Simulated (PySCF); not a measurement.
Compound: C₅H₁₁BO₃.
Atom-mapped SMILES: `[CH3:1][O:2][C@H:3]1[CH2:4][C@@H:5]([B:6]([OH:7])[OH:8])[CH2:9]1` (hydrogens: H10, H11, H12 on C1; H13 on C3; H14, H15 on C4; H16 on C5; H17 on O7; H18 on O8; H19, H20 on C9)

Method: PySCF 2.14.0, PBE0-D3(BJ)/def2-SVP geometry optimisation, gas phase; density fitting, grid level 1; the optimiser is geomeTRIC in internal coordinates, started from a GFN2-xTB structure with every atom displaced at random (about 0.01 Å).

Step 0: E = -12161.4893 eV
```
atom  x, y, z in Å  |  force x, y, z in eV/Å
C1     -3.0370   -0.4995   -0.1207   -0.269   1.218  -0.287
O2     -1.8497   -0.6063   -0.8251    0.526   0.020  -0.015
C3     -0.9366    0.4091   -0.5313    0.542  -0.253   0.476
C4     -0.1831    0.3464    0.8470   -1.509  -0.019  -0.044
C5      1.1493    0.4208    0.1297    1.034   0.286   0.612
B6      2.2819   -0.6204    0.5513    0.310   0.264  -0.604
O7      2.2847   -1.1598    1.7906   -1.032   0.718   0.110
O8      3.2852   -1.0095   -0.3100   -0.206  -0.285   0.910
C9      0.4355    0.2121   -1.1961   -0.523  -0.242  -1.028
H10    -2.9079   -0.5412    0.9690    0.105  -0.145   0.288
H11    -3.7017   -1.2925   -0.4445   -0.285  -0.435  -0.085
H12    -3.5367    0.4850   -0.3461    0.098  -0.449   0.144
H13    -1.3911    1.4088   -0.7302    0.120  -0.189   0.056
H14    -0.3816   -0.6068    1.3489    0.088  -0.230   0.031
H15    -0.4510    1.1411    1.5457    0.131   0.247   0.265
H16     1.5462    1.4600    0.2023    0.066  -0.365  -0.052
H17     2.9847   -1.7724    1.9529    0.828  -0.644   0.025
H18     3.2313   -0.6258   -1.1746   -0.123   0.355  -0.652
H19     0.5208   -0.8204   -1.5835   -0.074   0.149   0.009
H20     0.6482    0.9147   -2.0111    0.173  -0.002  -0.161
```

Step 1: E = -12161.6182 eV
```
atom  x, y, z in Å  |  force x, y, z in eV/Å
C1     -3.0696   -0.4272   -0.1722    0.015  -0.214  -0.008
O2     -1.8637   -0.5577   -0.8610   -0.135  -0.043   0.018
C3     -0.9147    0.3922   -0.5051    0.126  -0.019   0.002
C4     -0.2221    0.2627    0.8721   -0.026   0.009  -0.079
C5      1.1473    0.4002    0.1610   -0.115  -0.031  -0.103
B6      2.3104   -0.5809    0.5577   -0.108  -0.060   0.169
O7      2.3822   -1.0315    1.8386    0.225  -0.078   0.032
O8      3.2393   -1.0309   -0.3345    0.080   0.079  -0.255
C9      0.4307    0.1782   -1.2016    0.024   0.102   0.091
H10    -2.9334   -0.5122    0.9239   -0.014  -0.005  -0.006
H11    -3.7343   -1.2436   -0.5027    0.059   0.140   0.047
H12    -3.5617    0.5418   -0.3765   -0.045   0.064  -0.033
H13    -1.3141    1.4164   -0.6633    0.032  -0.003   0.010
H14    -0.3735   -0.7359    1.3099    0.021  -0.012  -0.048
H15    -0.4702    1.0176    1.6289   -0.007   0.032   0.082
H16     1.5171    1.4371    0.2315    0.009   0.040   0.014
H17     3.1495   -1.6062    1.9727   -0.185   0.095  -0.058
H18     3.1005   -0.6796   -1.2228    0.027  -0.081   0.183
H19     0.4934   -0.8581   -1.5669    0.011  -0.040   0.031
H20     0.6780    0.8609   -2.0256    0.005   0.023  -0.088
```

Problem. Estimate the geometry and energy of step 2. (The exact step hangs on the optimiser's Hessian estimate; all steps are aligned on step 1, rigid shifts and turns removed.)

Solution. E = -12161.6239 eV, largest force 0.065 eV/Å
```
atom  x, y, z in Å  |  force x, y, z in eV/Å
C1     -3.0733   -0.4216   -0.1683    0.028   0.007  -0.007
O2     -1.8710   -0.5649   -0.8603   -0.043  -0.008   0.002
C3     -0.9147    0.3839   -0.5112    0.017  -0.023   0.015
C4     -0.2276    0.2560    0.8663   -0.020   0.051   0.002
C5      1.1424    0.3990    0.1605   -0.012  -0.019   0.012
B6      2.3098   -0.5783    0.5665    0.026  -0.001   0.037
O7      2.4004   -1.0314    1.8448   -0.033   0.032  -0.002
O8      3.2479   -1.0128   -0.3276    0.029   0.004  -0.058
C9      0.4333    0.1734   -1.2039    0.001   0.028   0.013
H10    -2.9385   -0.5051    0.9278    0.002  -0.001  -0.003
H11    -3.7500   -1.2240   -0.4943    0.000   0.007  -0.008
H12    -3.5559    0.5545   -0.3767   -0.006  -0.001   0.004
H13    -1.3118    1.4083   -0.6704    0.020   0.008   0.001
H14    -0.3750   -0.7460    1.2966    0.010  -0.018  -0.028
H15    -0.4788    1.0072    1.6292   -0.004  -0.025   0.020
H16     1.5081    1.4386    0.2344    0.002  -0.002   0.006
H17     3.1604   -1.6140    1.9588   -0.020   0.006  -0.017
H18     3.1037   -0.6658   -1.2128    0.002  -0.012   0.010
H19     0.5020   -0.8663   -1.5610    0.007  -0.010   0.017
H20     0.6800    0.8526   -2.0341   -0.007  -0.023  -0.013
```

The energy changes by -0.0057 eV. The first-order estimate −F·Δx gives -0.0101 eV and the mean of the old and new forces, exact on a quadratic surface, -0.0055 eV. The step makes an angle of 76° with the force vector and moves no atom by more than 0.027 Å.

The cost below is that of the whole optimisation. Time: 5.7 min wall; peak memory 0.75 GiB. Hardware: one thread, Arm Neoverse N1 (aarch64), on a shared host.
